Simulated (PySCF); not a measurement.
2,5-dimethylbenzothiazole, C9H9NS.
SMILES with atom numbers: `[CH3:1][c:2]1[cH:3][cH:4][c:5]2[s:6][c:7]([CH3:8])[n:9][c:10]2[cH:11]1` (hydrogens: H12, H13, H14 on C1; H15 on C3; H16 on C4; H17, H18, H19 on C8; H20 on C11)

The same species was optimised twice, with GFN2-xTB and with PBE0-D3(BJ)/def2-SVP (PySCF), and the same property calculations (PySCF, gas phase) were run on both structures.

```json
{"coordinate": "C7–N9 (Å)", "GFN2-xTB": "1.273", "PBE0-D3(BJ)/def2-SVP": "1.290", "change": "+0.017"}
{"coordinate": "C4–C5 (Å)", "GFN2-xTB": "1.384", "PBE0-D3(BJ)/def2-SVP": "1.396", "change": "+0.012"}
{"coordinate": "C2–C3 (Å)", "GFN2-xTB": "1.399", "PBE0-D3(BJ)/def2-SVP": "1.411", "change": "+0.012"}
{"coordinate": "S6–C7 (Å)", "GFN2-xTB": "1.777", "PBE0-D3(BJ)/def2-SVP": "1.766", "change": "-0.011"}
{"coordinate": "C10–C11 (Å)", "GFN2-xTB": "1.391", "PBE0-D3(BJ)/def2-SVP": "1.401", "change": "+0.010"}
{"coordinate": "N9–C10 (Å)", "GFN2-xTB": "1.366", "PBE0-D3(BJ)/def2-SVP": "1.377", "change": "+0.011"}
{"coordinate": "C7–C8 (Å)", "GFN2-xTB": "1.479", "PBE0-D3(BJ)/def2-SVP": "1.488", "change": "+0.009"}
{"coordinate": "C2–C11 (Å)", "GFN2-xTB": "1.382", "PBE0-D3(BJ)/def2-SVP": "1.391", "change": "+0.009"}
{"coordinate": "C3–C4 (Å)", "GFN2-xTB": "1.379", "PBE0-D3(BJ)/def2-SVP": "1.388", "change": "+0.009"}
{"coordinate": "C1–C2 (Å)", "GFN2-xTB": "1.499", "PBE0-D3(BJ)/def2-SVP": "1.502", "change": "+0.003"}
{"coordinate": "C5–S6 (Å)", "GFN2-xTB": "1.739", "PBE0-D3(BJ)/def2-SVP": "1.736", "change": "-0.003"}
{"coordinate": "C5–C10 (Å)", "GFN2-xTB": "1.411", "PBE0-D3(BJ)/def2-SVP": "1.413", "change": "+0.002"}
{"coordinate": "C7–N9–C10 (°)", "GFN2-xTB": "112.7", "PBE0-D3(BJ)/def2-SVP": "111.7", "change": "-1.0"}
{"coordinate": "C5–S6–C7 (°)", "GFN2-xTB": "88.1", "PBE0-D3(BJ)/def2-SVP": "88.9", "change": "+0.8"}
{"coordinate": "C3–C2–C11 (°)", "GFN2-xTB": "119.7", "PBE0-D3(BJ)/def2-SVP": "119.0", "change": "-0.7"}
{"coordinate": "C5–C10–N9 (°)", "GFN2-xTB": "114.4", "PBE0-D3(BJ)/def2-SVP": "115.0", "change": "+0.6"}
{"coordinate": "C8–C7–N9 (°)", "GFN2-xTB": "125.2", "PBE0-D3(BJ)/def2-SVP": "124.6", "change": "-0.6"}
{"coordinate": "S6–C5–C10 (°)", "GFN2-xTB": "109.6", "PBE0-D3(BJ)/def2-SVP": "109.1", "change": "-0.5"}
{"coordinate": "C2–C11–C10 (°)", "GFN2-xTB": "119.6", "PBE0-D3(BJ)/def2-SVP": "120.1", "change": "+0.5"}
{"coordinate": "S6–C7–C8 (°)", "GFN2-xTB": "119.6", "PBE0-D3(BJ)/def2-SVP": "120.2", "change": "+0.6"}
```

Rotational constants: A = 2554, B = 645.8, C = 518.8 MHz (GFN2-xTB) against A = 2537, B = 638.5, C = 513.4 MHz (PBE0-D3(BJ)/def2-SVP). Atoms that the bonding makes alike are paired by their places after alignment.

On the GFN2-xTB structure: HOMO (eV) -6.65 [PBE0/pcSseg-1]; LUMO (eV) -0.92 [PBE0/pcSseg-1]; dipole (D) 0.73 [PBE0/pcSseg-1]; GIAO shielding of C1 (ppm) 162.7 [PBE0/pcSseg-1]; GIAO shielding of C2 (ppm) 46.1 [PBE0/pcSseg-1]; GIAO shielding of C3 (ppm) 56.4 [PBE0/pcSseg-1]; GIAO shielding of C4 (ppm) 60.7 [PBE0/pcSseg-1]; GIAO shielding of C5 (ppm) 43.2 [PBE0/pcSseg-1]; GIAO shielding of S6 (ppm) 269.8 [PBE0/pcSseg-1]; GIAO shielding of C7 (ppm) 15.8 [PBE0/pcSseg-1]; GIAO shielding of C8 (ppm) 163.9 [PBE0/pcSseg-1].

Task: What do these properties become on the PBE0-D3(BJ)/def2-SVP structure?

Result: 
```csv
property,level,on GFN2-xTB,on PBE0-D3(BJ)/def2-SVP,change
HOMO (eV),PBE0/pcSseg-1,-6.65,-6.67,-0.02
LUMO (eV),PBE0/pcSseg-1,-0.92,-0.97,-0.05
dipole (D),PBE0/pcSseg-1,0.73,0.81,+0.08
"energy, GFN2-xTB geometry as zero (kcal/mol)",PBE0/pcSseg-1,0.0,-0.6,-0.6
GIAO shielding of C1 (ppm),PBE0/pcSseg-1,162.7,161.1,-1.6
GIAO shielding of C2 (ppm),PBE0/pcSseg-1,46.1,44.1,-2.0
GIAO shielding of C3 (ppm),PBE0/pcSseg-1,56.4,53.4,-3.0
GIAO shielding of C4 (ppm),PBE0/pcSseg-1,60.7,58.7,-2.0
GIAO shielding of C5 (ppm),PBE0/pcSseg-1,43.2,43.3,+0.1
GIAO shielding of S6 (ppm),PBE0/pcSseg-1,269.8,269.0,-0.8
GIAO shielding of C7 (ppm),PBE0/pcSseg-1,15.8,13.4,-2.4
GIAO shielding of C8 (ppm),PBE0/pcSseg-1,163.9,162.1,-1.8
```

The heavy atoms differ by 0.018 Å rms after alignment. Among bonds between heavy atoms C7–N9 changes most (+0.017 Å). Changes are differences of the printed values. Neither structure is proved a minimum here.
